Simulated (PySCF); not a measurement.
# What builds the second ionisation energy along group 14

Calculated with PySCF 2.14 from differences of total energies of unrestricted determinants, without spin-orbit coupling. Each column adds one step, in eV (sums use unrounded values): valence MP2, valence CCSD, valence triples, then the next inner shell at CCSD(T) (C 1s, Si 2s 2p, Sn 4s 4p 4d). References (NIST) marked * lie between the lowest fine-structure levels; the others compare directly ((s) semi-empirical, (t) theoretical).

```json
{"element": "C [He] 2s2 2p1 → [He] 2s2 (aug-cc-pCVTZ-DK, spin-free X2C)", "UHF": "24.149", "+ MP2": "0.218", "+ CCSD": "-0.164", "+ (T)": "0.032", "+ inner shell": "0.042", "sum": "24.278", "reference": "24.378"}
{"element": "Si [Ne] 3s2 3p1 → [Ne] 3s2 (aug-cc-pCVTZ-DK, spin-free X2C)", "UHF": "15.817", "+ MP2": "0.268", "+ CCSD": "0.116", "+ (T)": "0.030", "+ inner shell": "0.004", "sum": "16.234", "reference": "16.322"}
{"element": "Sn [Kr] 4d10 5s2 5p1 → [Kr] 4d10 5s2 (aug-cc-pwCVTZ-DK3, spin-free X2C)", "UHF": "13.752", "+ MP2": "0.213", "+ CCSD": "0.062", "+ (T)": "0.019", "+ inner shell": "0.153", "sum": "14.199", "reference": "14.282"}
```

What remains against the references is mostly basis incompleteness.

Question: What share of the correlation contribution for Sn comes from the inner shell?

Answer: The four steps add to 0.447 eV, of which the inner shell gives 0.153 eV, or 34 %.
